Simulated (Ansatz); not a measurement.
The cluster Li₈, relaxed as a singlet with RKS PBE0/def2-TZVP in Ansatz, starting from the GFN1-xTB geometry. Force threshold 0.02 eV/Å.

The structure comes from a short search, and lower isomers may exist.

Start:

| atom | x (Å) | y (Å) | z (Å) |
| --- | --- | --- | --- |
| Li1 | 0.830 | 0.124 | -1.537 |
| Li2 | -1.834 | 1.116 | 1.474 |
| Li3 | 1.549 | -1.894 | -0.098 |
| Li4 | -0.177 | -0.612 | 1.206 |
| Li5 | 0.162 | 2.012 | 0.076 |
| Li6 | -1.637 | 0.574 | -1.064 |
| Li7 | 2.056 | 0.508 | 0.812 |
| Li8 | -0.948 | -1.828 | -0.870 |

| step | energy (eV) | largest force component (eV/Å) | SCF passes |
| --- | --- | --- | --- |
| 1 | -1631.4197 | 0.922 | 15 |
| 2 | -1632.2427 | 0.404 | 22 |
| 3 | -1632.4982 | 0.170 | 22 |
| 4 | -1632.6006 | 0.137 | 21 |
| 5 | -1632.6377 | 0.070 | 22 |
| 6 | -1632.6508 | 0.045 | 21 |
| 7 | -1632.6543 | 0.031 | 16 |
| 8 | -1632.6566 | 0.011 | 22 |
| 9 | -1632.6588 | 0.014 | 22 |
| 10 | -1632.6618 | 0.015 | 21 |
| 11 | -1632.6678 | 0.025 | 21 |
| 12 | -1632.6801 | 0.047 | 21 |
| 13 | -1632.6980 | 0.059 | 20 |
| 14 | -1632.7145 | 0.057 | 19 |
| 15 | -1632.7202 | 0.025 | 19 |
| 16 (rejected) | -1632.6552 | 0.403 | 20 |
| 17 | -1632.7216 | 0.006 | 20 |

Force components are those of the run's own axes.

End:

Cartesian coordinates in Å:
```
Li 1.2856 -0.0389 -2.0904
Li -1.2922 0.0691 2.0785
Li 1.2874 -2.1377 0.6987
Li 0.0043 -0.0051 0.0002
Li 0.1084 2.5775 -0.0427
Li -2.0512 0.8586 -1.3090
Li 2.0606 0.7282 1.3821
Li -1.4029 -2.0517 -0.7175
```

Bonds lost: Li1–Li3, Li1–Li5, Li1–Li6, Li1–Li7, Li1–Li8, Li2–Li5, Li2–Li6 (atoms count from 1). Metal–metal contacts that move far: Li1–Li4 3.01 to 2.45 Å, Li6–Li8 2.51 to 3.04 Å, Li5–Li7 2.53 to 3.04 Å.

The force fell under the threshold at step 8, but the optimiser went on and released 0.065 eV more. No frequencies were taken in this run, so the end may be a saddle point.

It took 29 s on 4 threads of Arm Neoverse N1 on a shared host.
